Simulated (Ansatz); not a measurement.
**One molecule, several partners**

SiNH₅ (SMILES [SiH3]N) beside different partners, each pair relaxed from a docking trial to one local arrangement, named by its closest contact against the van der Waals radii; a more strongly bound one may exist. Pairs that react, share a proton or have a doubtful reference are left out. Counterpoise interaction energies from the frozen fragments; negative means bound. Gas-phase electronic energies, without zero-point energy, by CCSD(T) at an estimated basis limit (MP2 extrapolated from triple and quadruple zeta, plus CCSD(T) − MP2 in triple zeta); Ansatz 0.2.0, def2-TZVPPD and QZVPPD, frozen cores, on PBE0-D4/def2-TZVP structures. Extrapolation: Hartree–Fock as exp(−7.88 √X), correlation as X^−2.97.

```
partner  closest contact, atom of SiNH₅ first (Å)  Hartree–Fock limit (kJ/mol)  interaction energy (kJ/mol)
    HCl                                N···H 1.75                        -13.5                            ?
    PH₃                                N···P 3.36                          1.8                         -8.0
    CH₄                                H···C 2.87                          2.4                         -5.2
    HBr                                N···H 1.67                         -9.2                        -33.6
    NH₃                                H···N 2.11                         -9.0                        -19.2
     H₂                                N···H 2.72                          1.1                         -2.3
```

Task: What is the interaction energy with HCl? (An estimate is asked for; the value comes from the calculation.)

Result: Computed: -31.8 kJ/mol. It counts from the two fragments frozen as in the pair.

T1 diagnostic: at most 0.014. The filled d shells of Br are correlated in sets not built for that, so values that involve them are less sure.

For scale, one of the runs: CCSD(T)/def2-TZVPPD, 275 basis functions, launched by `ansatz run in.yaml --threads 4 --pin off --events-out ev --progress --plain --max-ram 9574MiB`. The run took 2.1 min on 4 CPU threads of an Arm Neoverse V1 (shared host), with 7.3 GiB of host memory at its peak.
